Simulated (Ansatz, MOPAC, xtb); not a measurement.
ClFHIn (SMILES [F][InH][Cl]) and NH3 (SMILES N) are pulled apart as rigid monomers along the line of their centres of mass, from the B3LYP-D3(BJ)/def2-TZVP minimum. Starting geometry (charge 0, multiplicity 1):
```csv
atom,x (Å),y (Å),z (Å)
F,0.8802,1.4208,1.1647
In,-0.7270,0.2746,1.3966
Cl,-2.2034,1.2916,2.9507
H,-1.2190,-0.7851,0.1578
N,0.5312,-0.7449,3.0707
H,1.3867,-0.1962,3.0232
H,0.0783,-0.5617,3.9612
H,0.7656,-1.7300,3.0155
```

Interaction energies with rigid monomers; basis-set methods are counterpoise corrected unless marked otherwise.

Cores are frozen in the correlated methods. Filled d and f shells under p-block atoms count as core. The state reached by PM7 isn't checked; PM7 holds dispersion and hydrogen-bond terms.

Programs: Ansatz (Gaussian orbitals); MOPAC for PM7 (differences of heats of formation); xtb for the GFN methods. Each number belongs to the level named beside it. In def2 rows elements past Kr take small-core potentials, without spin–orbit coupling.

```csv
In2···N5 (Å),PM7 (meV),GFN2-xTB (meV),PBE0/def2-TZVPPD (meV),MP2/def2-TZVPPD (meV),SCS-MP2/def2-SVPD (meV)
2.10,-976.6,-997.2,-1115.9,-1025.4,-872.5
2.33,-1337.5,-1156.4,-1282.3,-1265.6,-1189.3
2.67,-1026.2,-1038.5,…,…,-1053.1
3.25,-469.2,-679.6,-567.2,-601.3,-602.8
4.17,-188.5,-275.4,-201.3,-225.1,-226.2
```

Question: Complete the blanks.

Answer: 
- 2.67, PBE0/def2-TZVPPD (meV): -1048.9
- 2.67, MP2/def2-TZVPPD (meV): -1072.6

Ansatz is an electronic-structure program.
